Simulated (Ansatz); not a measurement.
`N[Si](O)(F)Br` + H₂ → `N[SiH](F)Br` + H₂O at 298.15 K and 1 bar (hydrogenolysis of the Si–O bond).

Isolated molecules relaxed with PBE0-D4/def2-TZVP in Ansatz; ΔE leaves out vibrations. CBS: MP2 limit from def2 TZ/QZ plus the TZ coupled-cluster correction, frozen cores. This one scheme is used for every species. For Br outer-core shells are correlated without core-valence functions, which leaves a few kJ/mol of doubt a bond. Scalar relativity is left out up to krypton. Each species was taken in one conformer, which may not be the lowest.

```tsv
species	CCSD(T)/CBS energy (Eh)	H − E (kJ/mol)	S (J/(mol·K))
`N[Si](O)(F)Br`	-3094.09073	140.4	350.0
H₂	-1.17544	35.1	130.4
`N[SiH](F)Br`	-3018.85213	120.7	329.0
H₂O	-76.37941	66.4	188.7
```

H − E and S are ideal-gas, rigid-rotor, harmonic terms from PBE0-D4/def2-TZVP, for one conformer and one mirror image of each species. The MP2-based limit puts H₂ 0.8 mEh under its directly extrapolated value; such offsets cancel only in part. 1 Eh = 2625.50 kJ/mol, R = 8.31446 J/(mol·K).

By hand: ΔE, ΔH, ΔS and ΔG.

ΔE = (-3018.85213) + (-76.37941) − (-3094.09073) − (-1.17544) = 0.03463 Eh = 90.9 kJ/mol. Δ(H − E) = 120.7 + 66.4 − 140.4 − 35.1 = 11.6, so ΔH = 102.5 kJ/mol. ΔS = 329.0 + 188.7 − 350.0 − 130.4 = 37.3 J/(mol·K). ΔG = 102.5 − 298.15 × (37.3)/1000 = 91.4 kJ/mol.

By hand: the equilibrium constant, and the temperature at which ΔG would vanish if ΔH and ΔS stayed fixed.

log₁₀ K = −ΔG/(RT ln 10) = -16.0. ΔG = 0 at ΔH/ΔS = 2748 K, far beyond where these terms or the molecules hold.

ΔH outweighs TΔS. A doubt of 5 kJ/mol in ΔE shifts log₁₀ K by 0.9 here. Other conformers and mirror images would add mixing entropy, several J/(mol·K) or more a flexible species. These are equilibria of isolated gas molecules and say nothing of rates. Largest T1 diagnostic: 0.009 (customary marks: 0.02 for closed shells, 0.045 for open ones).
